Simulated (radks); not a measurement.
Hf2+, configuration [Xe] 4f14 5d1.75 6s0.25 (fractional occupations, a model configuration). Calculated with a radial shooting solver on a logarithmic mesh with Libxc functionals: scalar-relativistic Kohn-Sham, XLYP, spin-unpolarised, spherical densities, point nucleus.

Unscreened Slater integrals over Kohn-Sham orbitals (hartree). Empty in this configuration: 6p.

\begin{tabular}{lr}
integral & value \\ \hline
F0(5d,5d) & 0.42914 \\
F2(5d,5d) & 0.21875 \\
F4(5d,5d) & 0.14242 \\
F0(5d,6s) & 0.34056 \\
G2(5d,6s) & 0.10922 \\
F0(5d,4f) & 0.56054 \\
F2(5d,4f) & 0.12291 \\
F4(5d,4f) & 0.057375 \\
G1(5d,4f) & 0.053791 \\
G3(5d,4f) & 0.043464 \\
G5(5d,4f) & 0.033031 \\
F0(5d,5p) & 0.51052 \\
F2(5d,5p) & 0.23557 \\
G1(5d,5p) & 0.27089 \\
G3(5d,5p) & 0.16552 \\
F0(5d,6p) & 0.28630 \\
F2(5d,6p) & 0.10812 \\
G1(5d,6p) & 0.067416 \\
G3(5d,6p) & 0.051089 \\
F0(6s,6s) & 0.30073 \\
F0(6s,4f) & 0.39255 \\
G3(6s,4f) & 0.013752 \\
F0(6s,5p) & 0.37062 \\
G1(6s,5p) & 0.031764 \\
F0(6s,6p) & 0.26416 \\
G1(6s,6p) & 0.16258 \\
F0(4f,4f) & 1.3781 \\
F2(4f,4f) & 0.65258 \\
F4(4f,4f) & 0.40900 \\
F6(4f,4f) & 0.29413 \\
F0(4f,5p) & 0.81987 \\
F2(4f,5p) & 0.26692 \\
G2(4f,5p) & 0.12988 \\
G4(4f,5p) & 0.10146 \\
F0(4f,6p) & 0.31828 \\
F2(4f,6p) & 0.036320 \\
G2(4f,6p) & 0.0097244 \\
G4(4f,6p) & 0.0087319 \\
F0(5p,5p) & 0.67402 \\
F2(5p,5p) & 0.36212 \\
F0(5p,6p) & 0.30391 \\
F2(5p,6p) & 0.071221 \\
G0(5p,6p) & 0.014183 \\
G2(5p,6p) & 0.018995 \\
F0(6p,6p) & 0.24074 \\
F2(6p,6p) & 0.13204 \\
\end{tabular}

Derived for the open shells (J is the average intra-shell exchange parameter used in DFT+U). 5d: Racah B = F2/49 - 5 F4/441 = 0.002849 hartree, C = 35 F4/441 = 0.01130 hartree, C/B = 3.97, F4/F2 = 0.651, J = (F2 + F4)/14 = 0.02580 hartree.
